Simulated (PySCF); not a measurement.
# Worked example: refractive index and permittivity of the vapour

CH₃Cl₂Si, SMILES C[Si](Cl)Cl, multiplicity 2.

Coordinates come from a PBE0-D3(BJ)/def2-SVP optimisation. The isomer is the one that the SMILES or the coordinates give; other isomers of the formula were not compared.

r2SCAN/def2-TZVPD (PySCF) gives a mean static polarisability of 70.7 bohr³ and a dipole moment of 2.06 D. Take an ideal gas at 298.15 K and 1 bar, whether or not the substance is that volatile.

Q: Work out n − 1 in the optical limit and the static ε − 1.

A: 
Polarisability volume α' = 70.7 × 0.148185 = 10.48 Å³. Number density N = p/kT = 2.43e-5 Å⁻³.
Dilute limit of Lorentz–Lorenz: n − 1 = 2π N α' = 0.0016.
Orientation term of Debye: μ²/(3kT) = 8.098 Å³ × μ²(D²) = 34.36 Å³.
ε − 1 = 4π N (α' + μ²/3kT) = 0.014. Orientation of the dipole supplies 77 % of the static response; it can't follow optical fields. Vibrational polarisation and dispersion are left out.
